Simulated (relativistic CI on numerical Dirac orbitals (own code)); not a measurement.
**Electric-dipole lines of Cr8+**

Method of calculation: Dirac-Coulomb-Breit CI, separate exchange-only KLI orbitals for each configuration, QED by a radiative potential, valence Slater integrals scaled by 0.9, P86 correlation estimate, and configurations built on the next ion tied to the tabulated ionisation energy (semi-empirical) (own radial code, finite nucleus).

Configuration list (outside the closed core [Ne]): 3s2 3p4, 3s2 3p3 3d, 3s2 3p3 4s, 3s2 3p3 4p, 3s2 3p3 4d, 3s2 3p3 5s, 3s2 3p3 4f, 3s 3p5, 3p6, 3s2 3p2 3d2, 3s 3p4 3d, 3p4 3d2, 3p5 3d, 3s 3p3 3d2, 3s2 3p2 3d 4s, 3s2 3p2 3d 4p, 3p5 4s, 3p5 4p, 3s 3p4 4s, 3s 3p3 3d 4s, 3s 3p3 3d 4p, 3s 3p4 4p, 3s2 3p2 4s2, 3s2 3p3 5p. Levels of other configurations are missing.

```
λ vac (nm)                  Lower                   Upper   A (s⁻¹)  E lower (eV)  E upper (eV)
    11.565       3s2 3p4 3P_2 [1]  3s2 3p3 4s 3P°_2 [190]  1.71e+10         0.000       107.209
    11.880       3s2 3p4 1D_2 [4]  3s2 3p3 4s 1P°_1 [192]  5.49e+10         3.689       108.052
    11.984       3s2 3p4 3P_2 [1]  3s2 3p3 4s 3D°_3 [163]  3.12e+10         0.000       103.462
    12.004       3s2 3p4 3P_2 [1]  3s2 3p3 4s 3D°_2 [159]  1.67e+10         0.000       103.284
    12.118       3s2 3p4 3P_1 [2]  3s2 3p3 4s 3D°_2 [159]  1.66e+10         0.969       103.284
    12.317       3s2 3p4 1D_2 [4]  3s2 3p3 4s 1D°_2 [171]  8.08e+10         3.689       104.349
    12.387       3s2 3p4 1S_0 [5]  3s2 3p3 4s 1P°_1 [192]  3.75e+10         7.962       108.052
    12.397       3s2 3p4 3P_2 [1]  3s2 3p3 4s 3S°_1 [138]  6.86e+10         0.000       100.008
    12.519       3s2 3p4 3P_1 [2]  3s2 3p3 4s 3S°_1 [138]  3.36e+10         0.969       100.008
    21.124  3s2 3p3 3d 3D°_3 [42]   3s2 3p3 4p 3P_2 [253]  3.43e+10        57.524       116.218
    21.324       3s2 3p4 3P_2 [1]   3s2 3p3 3d 3D°_2 [43]  2.38e+10         0.000        58.143
    21.398       3s2 3p4 1D_2 [4]   3s2 3p3 3d 1F°_3 [46]  1.22e+11         3.689        61.629
    21.537       3s2 3p4 3P_1 [2]   3s2 3p3 3d 3D°_1 [44]  4.45e+10         0.969        58.538
    21.553       3s2 3p4 3P_2 [1]   3s2 3p3 3d 3D°_3 [42]  1.10e+11         0.000        57.524
    21.613       3s2 3p4 3P_0 [3]   3s2 3p3 3d 3D°_1 [44]  6.23e+10         1.173        58.538
    21.686       3s2 3p4 3P_1 [2]   3s2 3p3 3d 3D°_2 [43]  8.37e+10         0.969        58.143
    21.735       3s2 3p4 1S_0 [5]   3s2 3p3 3d 1P°_1 [47]  1.01e+11         7.962        65.005
    21.958       3s2 3p4 1D_2 [4]   3s2 3p3 3d 1D°_2 [45]  8.47e+10         3.689        60.152
    22.395       3s2 3p4 3P_2 [1]   3s2 3p3 3d 3S°_1 [39]  1.02e+10         0.000        55.363
    22.514       3s2 3p4 3P_2 [1]   3s2 3p3 3d 3P°_1 [38]  7.21e+10         0.000        55.069
    22.564       3s2 3p4 3P_1 [2]   3s2 3p3 3d 3P°_1 [41]  2.80e+10         0.969        55.918
    22.568       3s2 3p4 3P_2 [1]   3s2 3p3 3d 3P°_2 [37]  7.92e+10         0.000        54.939
    22.572       3s2 3p4 3P_1 [2]   3s2 3p3 3d 3P°_0 [40]  1.03e+11         0.969        55.897
    22.648       3s2 3p4 3P_0 [3]   3s2 3p3 3d 3P°_1 [41]  2.47e+10         1.173        55.918
    22.794       3s2 3p4 3P_1 [2]   3s2 3p3 3d 3S°_1 [39]  2.21e+10         0.969        55.363
    22.880       3s2 3p4 3P_0 [3]   3s2 3p3 3d 3S°_1 [39]  9.89e+09         1.173        55.363
    22.973       3s2 3p4 3P_1 [2]   3s2 3p3 3d 3P°_2 [37]  1.92e+10         0.969        54.939
    23.739       3s2 3p4 1D_2 [4]   3s2 3p3 3d 3P°_1 [41]  3.54e+10         3.689        55.918
    23.993       3s2 3p4 1D_2 [4]   3s2 3p3 3d 3S°_1 [39]  3.65e+10         3.689        55.363
    24.131       3s2 3p4 1D_2 [4]   3s2 3p3 3d 3P°_1 [38]  1.45e+10         3.689        55.069
```

Terms are leading LS components. Brackets give the number of a level in order of energy, since labels repeat. The list gives strong lines, with weight on those to low levels, without configurations that were not tied to measured data, without lines whose two gauges differ by over a factor of 2.5, among the lowest 300 of 1615 levels, so that lines to higher ones, which can be the strongest, are missing. Levels whose partners in the same complex of configurations lie outside the list can be far off, and so can their lines. Rates are taken at the computed energies, electric ones in the length gauge.

Configurations that consist of the next ion and one excited electron were tied to the tabulated ionisation energy; Rydberg ones are usually within 1,000 to 3,000 cm⁻¹ and the lowest ones within about 6,000 (9,000 in d shells), while levels on excited terms of the next ion carry the error of that term, and the other configurations can be misplaced by 10,000 cm⁻¹ or more. Rates follow the energies as ν³ (E1, M1) or ν⁵ (E2), so rates, branching and lifetimes can be off by large factors.

Problem. From the table, what is the radiative lifetime of 3s2 3p3 3d 3S°_1?

Solution. The listed rates from this level add up to about 7.88e+10 s⁻¹, 98 % of its decay; with all channels τ = 1.25e-11 s.

LS names give the leading component of a level, which can be under half, so a name can repeat, a term be missing and a line seem to break the LS rules.
